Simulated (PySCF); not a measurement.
In(Me)2(NH3) (C₂H₉InN), SMILES [NH3]->[In]([CH3])[CH3] (connectivity only; charge and spin as stated), neutral, multiplicity 2. Atoms are numbered in the order given.

```xyz
13

In     0.3562     0.2559     0.0000
C     -0.7905     0.5701     1.9048
H     -0.3612    -0.0150     2.7326
H     -0.7712     1.6347     2.1849
H     -1.8396     0.2660     1.7480
C     -0.7905     0.5701    -1.9048
H     -0.3612    -0.0150    -2.7326
H     -1.8396     0.2660    -1.7480
H     -0.7712     1.6347    -2.1849
N     -0.1740    -2.2066     0.0000
H     -1.1883    -2.3343     0.0000
H      0.1921    -2.6866    -0.8238
H      0.1921    -2.6866     0.8238
```
Charge 0, spin multiplicity 2.

Geometry: B3LYP-D3(BJ)/def2-SVP. The multiplicity is an assumed one; no other spin state was optimised. The isomer is the one that the SMILES or the coordinates give; other isomers of the formula were not compared. The def2 effective core potentials stand for the cores of In; spin–orbit coupling is left out.

Method: CAM-B3LYP/def2-TZVP in PySCF.

Isolated molecule, no solvent.

### Question
Estimate the frontier levels, dipole moment and polarisability. (The exact figures need the calculation; the answer reports its results.)

### Answer

```yaml
"α spin, highest occupied and lowest empty level": -5.41 and 0.43 eV
"β spin, highest occupied and lowest empty level": -7.39 and -0.82 eV
dipole_moment: 4.16 D
quadrupole, principal values (traceless, Buckingham form, about the centre of nuclear charge): -9.62, -5.50, 15.12 D·Å
mean_static_polarisability: 89.1 bohr³ (13.20 Å³)
polarisability_principal_values: 78.9, 83.6, 104.8 bohr³
"⟨S²⟩": 0.754 (pure state 0.75)
```
